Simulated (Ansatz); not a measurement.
Reaction: GeH3Br (bromogermane, SMILES [GeH3][Br]) → GeH3 (SMILES [GeH3], doublet) + Br (doublet) (the Br-Ge bond breaks)
Each species at its own B3LYP-D3(BJ)/def2-TZVP minimum (Ansatz, a first-principles code).

Wanted: bond dissociation energy (electronic), in kJ/mol. Open shells are spin-unrestricted; no spin-orbit coupling. Cores are frozen in correlated methods (noble-gas shells, and filled d and f shells in the p block). No relativity. CBS(X,Y): correlation extrapolated as X^-3, Hartree-Fock from the larger set (Q,5: extrapolated as (X+1)exp(-9√X)). A bracket is a step between two methods taken in the basis named. Double hybrids freeze cores in their MP2 part. Spin-orbit terms, left out, reach several kcal/mol for Br and I, and more for heavier atoms.

CCSD(T)/CBS(cc-pVQZ,cc-pV5Z) + [CCSDT(Q) - CCSD(T)]/cc-pVTZ + [CCSDTQ - CCSDT(Q)]/cc-pVDZ (Ansatz) gives 373.2 kJ/mol.

Problem. How far off this value is PBE/def2-TZVPD (Ansatz), in which direction, and how far these levels: PBE0/def2-TZVPD, wB97M-V/def2-TZVPD, B2PLYP/def2-TZVPD, CCSD(T)/CBS(cc-pVQZ,cc-pV5Z)?

Solution. PBE gives 366.8 kJ/mol, 6.4 kJ/mol below it. Differences of the others: PBE0/def2-TZVPD (Ansatz) -8.9; wB97M-V/def2-TZVPD (Ansatz) -10.5; B2PLYP/def2-TZVPD (Ansatz) -15.7; CCSD(T)/CBS(cc-pVQZ,cc-pV5Z) (Ansatz) 0.2 kJ/mol.
